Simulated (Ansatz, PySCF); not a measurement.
The PySCF input:
```python
from pyscf import gto, scf, dft

mol = gto.M(
    atom='''
Ge    1.857200    0.923200   -0.020100
C     0.555500   -0.113300    1.045800
C    -0.777900   -0.439000    0.373200
C    -0.599600   -1.506800   -0.700600
C    -1.403400    0.815200   -0.224700
H     3.172100    0.948200    0.693700
H     2.126000    0.368600   -1.384400
H     1.447800    2.349300   -0.201800
H     0.366600    0.460600    1.957000
H     1.036100   -1.042300    1.361000
H    -1.456300   -0.835600    1.140900
H     0.122000   -1.172000   -1.443600
H    -1.544100   -1.706300   -1.201100
H    -0.239000   -2.436500   -0.263900
H    -0.827800    1.135400   -1.094300
H    -1.407900    1.623900    0.503500
H    -2.427300    0.627400   -0.540600
''',
    basis='sto-3g',
    charge=-1,
    spin=1,
    verbose=3,
)

mf = dft.UKS(mol)
mf.xc = 'blyp'
mf.grids.atom_grid = (99, 590)
mf.grids.prune = None
mf.kernel()
```

**Question.** Convert this to an input for Ansatz (a quantum-chemistry and plane-wave program).

**Answer.** One answer among several that fit: 
Ansatz 0.2 input:
```yaml
crystal:
  periodic: [false, false, false]
  atoms:
    - {symbol: Ge, position_ang: [1.85720000, 0.92320000, -0.02010000]}
    - {symbol: C, position_ang: [0.55550000, -0.11330000, 1.04580000]}
    - {symbol: C, position_ang: [-0.77790000, -0.43900000, 0.37320000]}
    - {symbol: C, position_ang: [-0.59960000, -1.50680000, -0.70060000]}
    - {symbol: C, position_ang: [-1.40340000, 0.81520000, -0.22470000]}
    - {symbol: H, position_ang: [3.17210000, 0.94820000, 0.69370000]}
    - {symbol: H, position_ang: [2.12600000, 0.36860000, -1.38440000]}
    - {symbol: H, position_ang: [1.44780000, 2.34930000, -0.20180000]}
    - {symbol: H, position_ang: [0.36660000, 0.46060000, 1.95700000]}
    - {symbol: H, position_ang: [1.03610000, -1.04230000, 1.36100000]}
    - {symbol: H, position_ang: [-1.45630000, -0.83560000, 1.14090000]}
    - {symbol: H, position_ang: [0.12200000, -1.17200000, -1.44360000]}
    - {symbol: H, position_ang: [-1.54410000, -1.70630000, -1.20110000]}
    - {symbol: H, position_ang: [-0.23900000, -2.43650000, -0.26390000]}
    - {symbol: H, position_ang: [-0.82780000, 1.13540000, -1.09430000]}
    - {symbol: H, position_ang: [-1.40790000, 1.62390000, 0.50350000]}
    - {symbol: H, position_ang: [-2.42730000, 0.62740000, -0.54060000]}
basis:
  gaussian:
    orbitals: STO-3G
hamiltonian:
  xc: blyp
total_charge: -1
magnetization: {spin_polarized: true, initial_magnetization: 1}
accuracy: high
```

Both were run: PySCF gave -2210.244668 Eh and Ansatz -2210.244665 Eh, 0.002 mEh apart.
